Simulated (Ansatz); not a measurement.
Start from `[SiH3][Al]1[CH2][GaH]1` and change one atom or group to get `[CH2]1[AlH][GaH]1`.

Ansatz, PBE0-D4/def2-TZVP geometries, multiplicity 1. 

Scalar relativity is left out up to krypton.

```csv
property,`[SiH3][Al]1[CH2][GaH]1`
HOMO–LUMO gap (PBE0/def2-TZVPP) / eV,3.46
HOMO energy (PBE/def2-TZVPP) / eV,-4.90
HOMO energy (ωB97M-V/def2-TZVPP) / eV,-7.59
LUMO energy (ωB97M-V/def2-TZVPP) / eV,-0.55
size of the dipole moment (PBE/def2-TZVPP) / D,0.18
HOMO energy (B3LYP/def2-TZVPP) / eV,-5.57
```

Q: Give the same properties after the change, and the shifts. (An estimate is asked.)

A: Ansatz gave: 
```json
{"property": "HOMO–LUMO gap (PBE0/def2-TZVPP) / eV", "`[CH2]1[AlH][GaH]1`": "3.62", "shift": "0.16"}
{"property": "HOMO energy (PBE/def2-TZVPP) / eV", "`[CH2]1[AlH][GaH]1`": "-4.91", "shift": "-0.01"}
{"property": "HOMO energy (ωB97M-V/def2-TZVPP) / eV", "`[CH2]1[AlH][GaH]1`": "-7.67", "shift": "-0.08"}
{"property": "LUMO energy (ωB97M-V/def2-TZVPP) / eV", "`[CH2]1[AlH][GaH]1`": "-0.41", "shift": "0.14"}
{"property": "size of the dipole moment (PBE/def2-TZVPP) / D", "`[CH2]1[AlH][GaH]1`": "0.20", "shift": "0.02"}
{"property": "HOMO energy (B3LYP/def2-TZVPP) / eV", "`[CH2]1[AlH][GaH]1`": "-5.62", "shift": "-0.05"}
```

Dipoles are sizes alone; their direction can turn.

B3LYP here is the variant with VWN-RPA as its local correlation; programs differ in this.
